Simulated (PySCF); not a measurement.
C3H11GaO2, singlet (GFN2-xTB optimised geometry):

```
17

Ga    -1.293    -0.103     0.000
C     -1.675     1.903     0.000
H     -1.331     2.377     0.919
H     -2.742     2.112    -0.095
H     -1.168     2.380    -0.840
C     -1.669    -1.433     1.503
H     -2.736    -1.638     1.607
H     -1.314    -1.061     2.464
H     -1.168    -2.380     1.298
O     -1.074    -0.832    -1.619
H     -1.732    -1.106    -2.249
C      2.160     0.117     0.558
O      0.878    -0.103     0.000
H      2.702    -0.825     0.672
H      2.008     0.563     1.539
H      2.742     0.803    -0.063
H      0.935    -0.502    -0.879
```

Method: CAM-B3LYP/def2-SVP run with PySCF 2.14.0.

Q: What are the frontier orbital energies and the dipole moment?

A: HOMO-2 -9.48 eV, HOMO-1 -9.17 eV, HOMO -7.78 eV, LUMO 1.93 eV, LUMO+1 2.26 eV; dipole moment 2.67 D.

On the same geometry PBE/def2-SVP (PySCF) gives HOMO-2 -6.31 eV, HOMO-1 -6.22 eV, HOMO -5.09 eV, LUMO 0.18 eV, LUMO+1 0.50 eV; dipole moment 2.59 D.

Meta-Löwdin charges at CAM-B3LYP/def2-SVP: Ga1 0.70, C2 -0.52, H3 0.10, H4 0.10, H5 0.10, C6 -0.52, H7 0.10, H8 0.10, H9 0.10, O10 -0.72, H11 0.31, C12 -0.07, O13 -0.43, H14 0.10, H15 0.12, H16 0.10, H17 0.35.
